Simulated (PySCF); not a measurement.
C3H9AlO, SMILES CC[O][AlH][CH3].

Geometry optimised at PBE0-D3(BJ)/def2-SVP. Other conformers were not sampled.

Method: PBE/def2-TZVP run with PySCF.

Isolated molecule, no solvent.

Computed frontier levels, gap, dipole moment and polarisability:
The highest occupied level is -6.30 eV and the lowest empty level comes out as -1.26 eV. The orbital gap is 5.04 eV and the dipole moment is 0.04 D. The quadrupole, principal values (traceless, Buckingham form, about the centre of nuclear charge) is -5.46, 2.21, 3.25 D·Å, the mean static polarisability is 71.5 bohr³ (10.59 Å³) and the polarisability, principal values is 60.5, 66.3, 87.5 bohr³.
